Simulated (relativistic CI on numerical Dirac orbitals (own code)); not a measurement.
Hyperfine structure of Pr47+, mass number 141

Calculated at this level of theory: Dirac-Coulomb-Breit CI, KLI orbitals optimised for each configuration, model QED (radiative potential, 1s self-energy scaled to tabulated hydrogen-like ionisation energies), unscaled Slater integrals (own radial code, finite nucleus).

Configuration list (outside the closed core [Ne]): 3s2, 3s.3p, 3p2, 3s.3d, 3d2, 3p.3d, 3p.4s, 3d.4s, 3s.4s, 3s.4p, 3s.4d, 3s.4f, 3s.5s, 3s.5p, 3s.5d, 3s.5f. Levels of other configurations are missing.

Nuclear spin I = 5/2, μ = 4.266 μN, Q = -0.0589 b (tables of Stone and Pyykkö). The electronic factors are computed for point nuclear moments, without core polarisation or the Bohr-Weisskopf and QED corrections.

| Level | E (eV) | A (GHz) | B (GHz) |
| --- | --- | --- | --- |
| 3s.3p 3P°_1 | 109.068 | 2440 | 2.31 |
| 3s.3p 3P°_2 | 225.845 | 1083 | -11.6 |
| 3s.3p 1P°_1 | 255.208 | -671 | -8.02 |
| 3p2 1D_2 | 353.161 | 450.4 | -10.5 |
| 3p2 3P_1 | 354.217 | -87.34 | -5.81 |
| 3s.3d 3D_1 | 387.870 | -840.5 | -1.02 |
| 3s.3d 3D_2 | 394.350 | 809.5 | -1.57 |
| 3s.3d 3D_3 | 416.546 | 666.9 | -2.66 |

Levels with J = 0, under 50 % of one LS term, or S terms without an open s electron are left out. Small factors come from cancelling terms and can be off by tens of per cent or more.

At this charge energies of transitions that change n are usually good to better than 1 %, and those within a shell (Δn = 0) to a few per cent.

Q: Give the hyperfine levels of 3s.3p 3P°_1 relative to its centre of gravity.

A: With K = F(F + 1) − I(I + 1) − J(J + 1), E = AK/2 + B[¾K(K + 1) − I(I + 1)J(J + 1)]/[2I(2I − 1)J(2J − 1)]: F = 3/2: -8538, F = 5/2: -2442, F = 7/2: 6100 GHz.

LS names give the leading component of a level, which can be under half, so a name can repeat, a term be missing and a line seem to break the LS rules.
